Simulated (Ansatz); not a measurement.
This Ansatz (a first-principles code) input (CCSD(T)/def2-TZVPD) gives -99.62721 Eh with 40 basis functions. A basis named .json is the Basis Set Exchange file of that set (core-valence sets with the plain set on hydrogen).

Ansatz 0.2 input:
```yaml
crystal:
  periodic: [false, false, false]
  atoms:
    - {symbol: F, position_ang: [0.00000000, 0.00000000, 0.00000000]}
basis:
  gaussian:
    orbitals: def2-TZVPD
magnetization: {spin_polarized: true, initial_magnetization: 1}
correlation: {method: ccsd_t, electrons: outside_noble_gas}
scf: {lower_state_search: full}
```

Change:
```diff
- orbitals: def2-TZVPD
+ orbitals: jun-cc-pV_T+d_Z.json
```

**Question.** What does the run give now?

**Answer.** -99.62449 Eh (CCSD(T)/jun-cc-pV(T+d)Z, 39 functions), a change of +2.72 mEh.
